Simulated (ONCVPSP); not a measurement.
# As, ONCV: configuration errors across variants

arsenic (As), optimised norm-conserving Vanderbilt (ONCV), made with ONCVPSP 4.0.1 (LDA (Perdew-Zunger), fully relativistic). Core [Ar] 3d10, reference 4s1 4p4. Waves: 4s: rc 1.35 bohr, ncon 5, nbas 9, qcut 4.8 1/bohr, 2 projectors, debl 0.6 Ha; 4p: rc 1.60 bohr, ncon 5, nbas 9, qcut 4.9 1/bohr, 2 projectors, debl 0.3 Ha. Local part: polynomial inside 1.30 bohr (lpopt 5, dvloc0 0 Ha). Core correction: Teter function, parameters optimised by the program.

Open shells are filled in proportion to 2j + 1.

All-electron excitation energies from the reference (eV): (1) 4s2 4p3 -9.477; (2) 4s2 4p2 -0.149; (3) 4s2 4p1 18.018; (4) 4s1 4p0 97.176.

3 further variants failed, have other tests or another functional or relativity, and are left out.

A true bound ghost makes a file unfit for plane-wave use even where its test errors are small: the radial tests pick states by their node count and pass the ghost by.

Errors AE − PS in meV (a dash: test not solved or not reliable):

| change | (1) | (2) | (3) | (4) | bound ghosts | GHOST(+) flags above zero |
| --- | --- | --- | --- | --- | --- | --- |
| base | -9.7 | -66 | -310 | -1878 | s, p3/2 | s, p1/2 |
| p: rc 1.35, qcut 5.8, nproj 0; local potential the p channel | +0.3 | -45 | -267 | -1812 | s | s |
| p: nbas 8 | -9.4 | -66 | -313 | -1886 | s, p3/2, p1/2 | s, p3/2, p1/2 |

Task: Give the same row for: p: qcut 7.2.

Result: -9.1, -64, -305, -1869; bound ghosts: s, p3/2, p1/2; GHOST(+) flags above zero: s.
